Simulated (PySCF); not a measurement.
CH2Cl, doublet, geometry from GFN2-xTB; BLYP/6-31G* (PySCF).

Here is a job for PySCF.
```python
from pyscf import gto, scf, dft

mol = gto.Mole()
mol.atom = '''
    C    -1.09862696    0.00303740   -0.02301348
    Cl    0.57686873   -0.00159488    0.01208396
    H    -1.60478493    0.94530203   -0.03926969
    H    -1.61022182   -0.93641342   -0.02807665
'''
mol.basis = '6-31g*'
mol.spin = 1
mol.verbose = 4
mol.build()

mf = dft.UKS(mol)
mf.xc = 'blyp'
mf.diis = False
mf.max_cycle = 100
mf.kernel()
```

Output, abridged:

```
PySCF version 2.14.0

[INPUT] verbose = 4
[INPUT] num. atoms = 4
[INPUT] num. electrons = 25
[INPUT] charge = 0
[INPUT] spin (= nelec alpha-beta = 2S) = 1
[INPUT] symmetry False subgroup None
[INPUT] Mole.unit = angstrom
[INPUT] Symbol           X                Y                Z      unit          X                Y                Z       unit  Magmom
[...]
nuclear repulsion = 45.9885808427322
number of shells = 18
number of NR pGTOs = 86
number of NR cGTOs = 36
basis = 6-31g*
ecp = {}

******** <class 'pyscf.dft.uks.UKS'> ********
method = UKS
initial guess = minao
damping factor = 0
level_shift factor = 0
DIIS disabled
SCF conv_tol = 1e-09
SCF conv_tol_grad = None
SCF max_cycles = 100
direct_scf = True
direct_scf_tol = 1e-13
number electrons alpha = 13  beta = 12
XC library pyscf.dft.libxc version 7.1.2
    S. Lehtola, C. Steigemann, M. J. T. Oliveira, and M. A. L. Marques,  SoftwareX 7, 1–5 (2018)
XC functionals = blyp
    A. D. Becke,  Phys. Rev. A 38, 3098 (1988)
    C. Lee, W. Yang, and R. G. Parr,  Phys. Rev. B 37, 785 (1988)
    B. Miehlich, A. Savin, H. Stoll, and H. Preuss,  Chem. Phys. Lett. 157, 200 (1989)
radial grids:
    Treutler-Ahlrichs [JCP 102, 346 (1995); DOI:10.1063/1.469408] (M4) radial grids

becke partition: Becke, JCP 88, 2547 (1988); DOI:10.1063/1.454033
pruning grids: <function nwchem_prune>
grids dens level: 3
symmetrized grids: False
atomic radii adjust function: <function treutler_atomic_radii_adjust>
small_rho_cutoff = 0
Set gradient conv threshold to 3.16228e-05
tot grids = 52616
init E= -499.473623736188

cycle= 1 E= -499.37565504866  delta_E= 0.098  |g|= 0.138  |ddm|= 1.41
cycle= 2 E= -499.372182736275  delta_E= 0.00347  |g|= 0.168  |ddm|= 0.343
cycle= 3 E= -499.344387000621  delta_E= 0.0278  |g|= 0.285  |ddm|= 0.423
cycle= 4 E= -499.26544540741  delta_E= 0.0789  |g|= 0.459  |ddm|= 0.715
cycle= 5 E= -498.768176789523  delta_E= 0.497  |g|= 1.06  |ddm|= 1.39
cycle= 6 E= -497.39832499973  delta_E= 1.37  |g|= 1.57  |ddm|=  6.6
cycle= 7 E= -489.870845607794  delta_E= 7.53  |g|= 3.06  |ddm|= 8.36

cycle= 8 E= -481.014620088116  delta_E= 8.86  |g|= 2.72  |ddm|= 9.12

cycle= 9 E= -478.614805374557  delta_E=  2.4  |g|= 3.67  |ddm|= 9.77

cycle= 10 E= -478.247165774572  delta_E= 0.368  |g|= 2.69  |ddm|=  8.2
cycle= 11 E= -478.596136941704  delta_E= -0.349  |g|=  3.7  |ddm|= 8.54

cycle= 12 E= -478.361561156557  delta_E= 0.235  |g|= 2.67  |ddm|= 8.56
cycle= 13 E= -478.594629167421  delta_E= -0.233  |g|=  3.7  |ddm|= 8.57

cycle= 14 E= -478.368298668568  delta_E= 0.226  |g|= 2.67  |ddm|= 8.57
cycle= 15 E= -478.594570270905  delta_E= -0.226  |g|=  3.7  |ddm|= 8.57

cycle= 16 E= -478.368672669192  delta_E= 0.226  |g|= 2.67  |ddm|= 8.57
cycle= 17 E= -478.594567117146  delta_E= -0.226  |g|=  3.7  |ddm|= 8.57

cycle= 18 E= -478.368693323288  delta_E= 0.226  |g|= 2.67  |ddm|= 8.57
cycle= 19 E= -478.59456694609  delta_E= -0.226  |g|=  3.7  |ddm|= 8.57

cycle= 20 E= -478.368694463157  delta_E= 0.226  |g|= 2.67  |ddm|= 8.57
cycle= 21 E= -478.59456693718  delta_E= -0.226  |g|=  3.7  |ddm|= 8.57

cycle= 22 E= -478.368694526063  delta_E= 0.226  |g|= 2.67  |ddm|= 8.57
cycle= 23 E= -478.594566936781  delta_E= -0.226  |g|=  3.7  |ddm|= 8.57

cycle= 24 E= -478.368694529535  delta_E= 0.226  |g|= 2.67  |ddm|= 8.57
cycle= 25 E= -478.594566936775  delta_E= -0.226  |g|=  3.7  |ddm|= 8.57

cycle= 26 E= -478.368694529727  delta_E= 0.226  |g|= 2.67  |ddm|= 8.57
cycle= 27 E= -478.594566936777  delta_E= -0.226  |g|=  3.7  |ddm|= 8.57

cycle= 28 E= -478.368694529737  delta_E= 0.226  |g|= 2.67  |ddm|= 8.57
cycle= 29 E= -478.594566936779  delta_E= -0.226  |g|=  3.7  |ddm|= 8.57

cycle= 30 E= -478.368694529736  delta_E= 0.226  |g|= 2.67  |ddm|= 8.57
cycle= 31 E= -478.594566936779  delta_E= -0.226  |g|=  3.7  |ddm|= 8.57

cycle= 32 E= -478.368694529736  delta_E= 0.226  |g|= 2.67  |ddm|= 8.57
cycle= 33 E= -478.594566936779  delta_E= -0.226  |g|=  3.7  |ddm|= 8.57

cycle= 34 E= -478.368694529737  delta_E= 0.226  |g|= 2.67  |ddm|= 8.57
[...]
cycle= 47 E= -478.594566936779  delta_E= -0.226  |g|=  3.7  |ddm|= 8.57

cycle= 48 E= -478.368694529737  delta_E= 0.226  |g|= 2.67  |ddm|= 8.57
cycle= 49 E= -478.594566936779  delta_E= -0.226  |g|=  3.7  |ddm|= 8.57

cycle= 50 E= -478.368694529737  delta_E= 0.226  |g|= 2.67  |ddm|= 8.57
cycle= 51 E= -478.594566936779  delta_E= -0.226  |g|=  3.7  |ddm|= 8.57

cycle= 52 E= -478.368694529737  delta_E= 0.226  |g|= 2.67  |ddm|= 8.57
cycle= 53 E= -478.594566936778  delta_E= -0.226  |g|=  3.7  |ddm|= 8.57

cycle= 54 E= -478.368694529737  delta_E= 0.226  |g|= 2.67  |ddm|= 8.57
cycle= 55 E= -478.594566936779  delta_E= -0.226  |g|=  3.7  |ddm|= 8.57

cycle= 56 E= -478.368694529737  delta_E= 0.226  |g|= 2.67  |ddm|= 8.57
cycle= 57 E= -478.594566936779  delta_E= -0.226  |g|=  3.7  |ddm|= 8.57

cycle= 58 E= -478.368694529737  delta_E= 0.226  |g|= 2.67  |ddm|= 8.57
cycle= 59 E= -478.594566936778  delta_E= -0.226  |g|=  3.7  |ddm|= 8.57

cycle= 60 E= -478.368694529737  delta_E= 0.226  |g|= 2.67  |ddm|= 8.57
cycle= 61 E= -478.594566936779  delta_E= -0.226  |g|=  3.7  |ddm|= 8.57

cycle= 62 E= -478.368694529736  delta_E= 0.226  |g|= 2.67  |ddm|= 8.57
cycle= 63 E= -478.594566936779  delta_E= -0.226  |g|=  3.7  |ddm|= 8.57

cycle= 64 E= -478.368694529737  delta_E= 0.226  |g|= 2.67  |ddm|= 8.57
cycle= 65 E= -478.594566936779  delta_E= -0.226  |g|=  3.7  |ddm|= 8.57

cycle= 66 E= -478.368694529736  delta_E= 0.226  |g|= 2.67  |ddm|= 8.57
cycle= 67 E= -478.594566936779  delta_E= -0.226  |g|=  3.7  |ddm|= 8.57

cycle= 68 E= -478.368694529737  delta_E= 0.226  |g|= 2.67  |ddm|= 8.57
cycle= 69 E= -478.594566936779  delta_E= -0.226  |g|=  3.7  |ddm|= 8.57

cycle= 70 E= -478.368694529737  delta_E= 0.226  |g|= 2.67  |ddm|= 8.57
cycle= 71 E= -478.594566936779  delta_E= -0.226  |g|=  3.7  |ddm|= 8.57

cycle= 72 E= -478.368694529737  delta_E= 0.226  |g|= 2.67  |ddm|= 8.57
cycle= 73 E= -478.594566936778  delta_E= -0.226  |g|=  3.7  |ddm|= 8.57

cycle= 74 E= -478.368694529737  delta_E= 0.226  |g|= 2.67  |ddm|= 8.57
cycle= 75 E= -478.594566936779  delta_E= -0.226  |g|=  3.7  |ddm|= 8.57

cycle= 76 E= -478.368694529736  delta_E= 0.226  |g|= 2.67  |ddm|= 8.57
cycle= 77 E= -478.594566936779  delta_E= -0.226  |g|=  3.7  |ddm|= 8.57

cycle= 78 E= -478.368694529737  delta_E= 0.226  |g|= 2.67  |ddm|= 8.57
cycle= 79 E= -478.594566936779  delta_E= -0.226  |g|=  3.7  |ddm|= 8.57

cycle= 80 E= -478.368694529737  delta_E= 0.226  |g|= 2.67  |ddm|= 8.57
cycle= 81 E= -478.594566936779  delta_E= -0.226  |g|=  3.7  |ddm|= 8.57

cycle= 82 E= -478.368694529737  delta_E= 0.226  |g|= 2.67  |ddm|= 8.57
cycle= 83 E= -478.594566936779  delta_E= -0.226  |g|=  3.7  |ddm|= 8.57

cycle= 84 E= -478.368694529737  delta_E= 0.226  |g|= 2.67  |ddm|= 8.57
cycle= 85 E= -478.594566936779  delta_E= -0.226  |g|=  3.7  |ddm|= 8.57

cycle= 86 E= -478.368694529737  delta_E= 0.226  |g|= 2.67  |ddm|= 8.57
cycle= 87 E= -478.594566936779  delta_E= -0.226  |g|=  3.7  |ddm|= 8.57

cycle= 88 E= -478.368694529737  delta_E= 0.226  |g|= 2.67  |ddm|= 8.57
cycle= 89 E= -478.594566936779  delta_E= -0.226  |g|=  3.7  |ddm|= 8.57

cycle= 90 E= -478.368694529737  delta_E= 0.226  |g|= 2.67  |ddm|= 8.57
cycle= 91 E= -478.594566936779  delta_E= -0.226  |g|=  3.7  |ddm|= 8.57

cycle= 92 E= -478.368694529737  delta_E= 0.226  |g|= 2.67  |ddm|= 8.57
cycle= 93 E= -478.594566936779  delta_E= -0.226  |g|=  3.7  |ddm|= 8.57

cycle= 94 E= -478.368694529737  delta_E= 0.226  |g|= 2.67  |ddm|= 8.57
cycle= 95 E= -478.594566936778  delta_E= -0.226  |g|=  3.7  |ddm|= 8.57

cycle= 96 E= -478.368694529737  delta_E= 0.226  |g|= 2.67  |ddm|= 8.57
cycle= 97 E= -478.594566936779  delta_E= -0.226  |g|=  3.7  |ddm|= 8.57

cycle= 98 E= -478.368694529737  delta_E= 0.226  |g|= 2.67  |ddm|= 8.57
cycle= 99 E= -478.594566936778  delta_E= -0.226  |g|=  3.7  |ddm|= 8.57

cycle= 100 E= -478.368694529737  delta_E= 0.226  |g|= 2.67  |ddm|= 8.57
SCF not converged.
SCF energy = -478.368694529737 after 100 cycles  <S^2> = 0.75004169  2S+1 = 2.0000417
```

The run did not converge; its last values are not results.
